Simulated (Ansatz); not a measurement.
Species: GeO2, charge 1, multiplicity 2. SMILES of the parent species: [O]=[Ge]=[O]
Geometry from a B3LYP-D3(BJ)/def2-TZVP (Ansatz, an electronic-structure program) optimisation:
```
Ge
O 1 1.6521
O 1 1.6521 2 180.00
```
Charge +1, spin multiplicity 2.

Parts of the frozen-core correlation energy in cc-pVTZ (Ansatz, hartree). Frozen orbitals: 16; correlated occupied orbitals by spin: 8 and 7; virtual: 79 and 80. UHF or UKS for open shells. No spin-orbit coupling. No relativistic terms.

```tsv
term	value
reference (HF)	-2224.73373
MP2 opposite-spin	-0.38771
MP2 same-spin	-0.13640
CCSD correlation	-0.53085
(T)	-0.03219
T1 diagnostic	0.066
largest doubles amplitude	0.084
<S^2> of the reference	0.816
```
